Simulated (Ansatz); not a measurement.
# Abstraction of Br: C3H7Br + SiH(CH3)2 → C3H7 + SiH(CH3)2Br

Species: C3H7Br (2-bromopropane) `CC(C)Br`, singlet; SiH(CH3)2, doublet; C3H7 (methylethyl) `C[CH]C`, doublet; SiH(CH3)2Br, singlet. A radical takes Br: the energy is the difference in strength between the C–Br bond broken and the Si–Br bond made.

Shapes, held fixed at every level: PBE0-D4/def2-TZVP. Programs: Ansatz 0.2.0. The zero-point and thermal change to 298 K, harmonic and unscaled (PBE0-D4/def2-TZVP), is -5.8 kJ/mol.

```tsv
level	kind	ΔH(298 K) (kJ/mol)	less CCSD(T)/def2-TZVPP	CPU time (sum over the molecules)
SPW92/def2-TZVPP	LDA	-100.0	+11.3	17 s
BHLYP-D4/def2-TZVPP	global hybrid	-133.8	-22.5	42 s
PBE0-D4/def2-TZVPP	global hybrid	-118.4	-7.1	38 s
wB97M-V/def2-TZVPP	range-separated hybrid	-126.0	-14.7	2.2 min
wB97X-V/def2-TZVPP	range-separated hybrid	-123.0	-11.7	96 s
MP2/def2-SVP	perturbation theory	-104.0	+7.3	–
CCSD(T)/def2-TZVPP	coupled cluster or CI	-111.3	0.0	54 min
```

The highest level, CCSD(T)/def2-TZVPP, gives ΔH(298 K) = -111.3 kJ/mol; the levels span -133.8 to -100.0. The column of differences is taken from that level and isn't an error. No measured value is set beside it here. Open shells run unrestricted unless RO is named. Relativity is left out for Br unless named. Correlated rows may include outer-core shells of Br, which these sets cover unevenly. Times are processor times on shared x86 and Arm servers, and rough.
